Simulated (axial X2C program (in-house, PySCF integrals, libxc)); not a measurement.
**Spin–orbit effects down a group: molecules with Mg (ions), CCSD**

All values come from calculations with an in-house all-electron X2C program for linear molecules (integrals from PySCF), spin-free (one-electron X2C) or two-component (2c: spin–orbit coupling with atomic mean-field Coulomb and Gaunt terms, which also bring small scalar terms), in Dyall basis sets with cores contracted in-house; open shells are unrestricted.

Basis sets: Br dyall-acv3z, Cl dyall-av3z, F dyall-av3z, I dyall-acv3z, Mg dyall-av3z. Frozen shells (counts by l): MgF⁻ Mg 2s1p, F 1s, 10 electrons correlated; MgCl⁻ Cl 2s1p, Mg 2s1p, 10 electrons correlated; MgBr⁻ Br 3s2p1d, Mg 2s1p, 10 electrons correlated; MgI⁻ I 4s3p2d, Mg 2s1p, 10 electrons correlated. Coupled cluster in natural virtuals with an MP2 remainder. Where the outer core of a metal is frozen, bonds come out longer and ionisation energies lower.

```csv
molecule,spin-free state,Re (Å),ωe (cm⁻¹),De (eV),2c state,Re 2c (Å),ωe 2c (cm⁻¹),De 2c (eV)
MgF⁻,"M_S = 0, Λ = 0",1.825,584.5,2.64,Ω = 0,1.825,584.1,2.64
MgCl⁻,"M_S = 0, Λ = 0",2.381,306.7,1.31,Ω = 0,2.382,306.6,1.31
MgBr⁻,"M_S = 0, Λ = 0",2.585,225.5,1.04,Ω = 0,2.586,225.2,1.03
MgI⁻,"M_S = 0, Λ = 0",2.912,163.5,0.73,Ω = 0,2.915,162.6,0.73
```

Problem. Work out the shifts from the spin-free to the two-component result.

Solution. 

```csv
molecule,2c state,ΔRe (Å),Δωe (cm⁻¹),ΔDe (eV)
MgF⁻,Ω = 0,0.000,noise,0.00
MgCl⁻,Ω = 0,0.001,-0.1,0.00
MgBr⁻,Ω = 0,0.001,-0.3,-0.01
MgI⁻,Ω = 0,0.003,-0.9,0.00
```

Shifts of one unit in the last digit are rounding. Where the truncated virtual spaces of the two runs make Δωe unreliable it is marked noise.

Fragments in 2c: Mg + F-, Cl- + Mg, Br- + Mg, I- + Mg. Each entry is the lowest single determinant of a limited PBE0 search at one distance. De goes to single-determinant-based atoms at the same level (for ions the charge split of lowest energy) and is withheld (n/a) where an atom does not fit its ground term or J level. Main or longest-lived isotopes.
